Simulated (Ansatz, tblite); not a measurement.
Forces on Mo(NH)2(OH)2 (MoN2O2H4) at its r2SCAN-D4/def2-SVP geometry. Charge 0, multiplicity 1.

In the def2 sets Mo takes a core potential; there is no spin–orbit coupling. The xTB rows come from tblite. The restricted singlet is unstable towards broken spin symmetry in Hartree–Fock (as tested in another run); at PBE-D4/def2-TZVP this wasn't settled. Another isomer (singlet) lies 1.22 eV lower at PBE0-D4/def2-TZVP; other spin states weren't run for this one.

GFN1-xTB (tblite), largest force 1.52 eV/Å:

```xyz
9
positions Å, forces eV/Å
Mo   -0.084   -0.086   -0.015   -1.016   -1.032   -0.178
N     0.808    0.160    1.455    0.271    0.398    0.192
N     0.381    1.048   -1.246    0.417    0.301   -0.072
O    -1.931    0.178    0.328    1.415   -0.294    0.467
O     0.290   -1.845   -0.616   -0.254    1.474   -0.263
H     1.497    0.606    2.059   -0.312   -0.348   -0.032
H     0.901    1.831   -1.638   -0.339   -0.313   -0.083
H    -2.251    0.110    1.239   -0.202    0.087   -0.422
H     0.388   -2.003   -1.566    0.020   -0.272    0.390
```

GFN2-xTB (tblite), largest force 0.77 eV/Å:

```
Mo -0.525 -0.534 -0.092
N 0.157 0.380 0.068
N 0.381 0.167 0.027
O 0.720 -0.116 0.244
O -0.094 0.751 -0.134
H -0.215 -0.284 0.027
H -0.268 -0.208 -0.112
H -0.170 0.032 -0.124
H 0.015 -0.189 0.097
```

PBE-D4/def2-TZVP (Ansatz), largest force 0.54 eV/Å:

```
Mo -0.069 -0.070 -0.012
N 0.266 0.014 0.471
N 0.085 0.344 -0.409
O -0.342 0.085 -0.158
O 0.067 -0.364 0.110
H -0.006 0.020 -0.025
H 0.016 -0.010 0.027
H -0.040 -0.014 0.206
H 0.022 -0.004 -0.209
```
